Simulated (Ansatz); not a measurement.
Consider the ligand exchange at a B–S bond: `C=C(N)SBO` + `[SiH3]S` → `OBS[SiH3]` + `C=C(N)S`.

Program: Ansatz. Geometries: PBE0-D4/def2-TZVP. ΔE: electronic, gas phase. CCSD(T)/CBS is the MP2 limit (def2-TZVPP, def2-QZVPP) plus CCSD(T) − MP2 in def2-TZVPP, frozen cores. Functionals use def2-TZVPP. Each species was taken in one conformer, which may not be the lowest.

```json
{"level": "PBE-D4", "ΔE (kJ/mol)": "23.3"}
{"level": "r2SCAN-D4", "ΔE (kJ/mol)": "23.0"}
{"level": "MP2/def2-QZVPP", "ΔE (kJ/mol)": "25.5"}
{"level": "SCS-MP2/def2-QZVPP", "ΔE (kJ/mol)": "24.8"}
```

**Question.** What does CCSD(T)/CBS give? (An estimate is asked.)

**Answer.** Computed: +25.3 kJ/mol. The listed levels differ from it by -2.0, -2.3, 0.2, -0.5 kJ/mol.

Largest T1 diagnostic among the species: 0.014.

In def2-TZVPP, CCSD(T) changes the Hartree–Fock value by +7.1 kJ/mol (the triples alone add +1.1 kJ/mol) and MP2 by +6.8 kJ/mol.
